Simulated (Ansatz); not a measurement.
F3Si (`F[Si](F)F`) radical, one more setting.

```yaml
crystal:
  periodic: [false, false, false]
  atoms:
    - {symbol: F, position_ang: [0.727956, -0.546802, 0.958507]}
    - {symbol: Si, position_ang: [-0.092116, 0.231382, 0.128433]}
    - {symbol: F, position_ang: [-1.042433, -0.754340, -0.640228]}
    - {symbol: F, position_ang: [0.473398, 1.149349, -0.690121]}
basis:
  gaussian: {orbitals: 6-31G, point_charges: [{charge: 1.00, position_ang: [4.875, -0.371, -0.626]}]}
magnetization: {spin_polarized: true, initial_magnetization: 1}
hamiltonian: {xc: {name: CAM-B3LYP}, dispersion: d4}
scf: {lower_state_search: full}
output: {forces: true}
```

```sh
$ ansatz run in.yaml --threads 4 --pin off --events-out ev --progress --plain --max-ram 10444MiB
```

It prints (some lines left out):

```
Functional definition: CAM-B3LYP
371 factors; integrals over basis functions are off by at most 1.1e-4 eV
177 factors; integrals over basis functions are off by at most 2.0e-6 eV
mean field evaluation 1: about -16016.4349 eV, gradient 3.5e1 eV
mean field evaluation 2: about -16016.4715 eV, gradient 3.5e1 eV
mean field evaluation 4: about -16020.4891 eV, gradient 1.5e0 eV
mean field evaluation 8: about -16020.5041 eV, gradient 4.0e-2 eV
mean field evaluation 16: about -16020.5042 eV, gradient 2.4e-5 eV
mean field -16020.50417957 eV, -588.7426695115 hartree, gradient 2.4e-5 eV, S^2 0.750779; 3 other end points of the search recorded, 0 dependent functions left out
reference -16020.50427137 eV, -588.7426728851 hartree; 21, 20 occupied and 19, 20 virtual orbitals, 371 factors
Total energy: -16020.55374922 eV, -588.7444911624 hartree
Atom 0 at     0.727956    -0.546802     0.958507 Å, force    10.898190    -9.544272     9.297246 eV/Å
Atom 1 at    -0.092116     0.231382     0.128433 Å, force   -19.484239    -2.580523     7.469358 eV/Å
Atom 2 at    -1.042433    -0.754340    -0.640228 Å, force    -1.962008    -2.693567    -2.451179 eV/Å
Atom 3 at     0.473398     1.149349    -0.690121 Å, force    10.509416    14.826434   -14.330082 eV/Å
Dipole moment:     0.016928     0.169023     0.072873 e Å
```

It took 1.2 s on 4 threads of an Arm Neoverse V1 on a shared host, with 0.11 GiB of host memory at the peak.
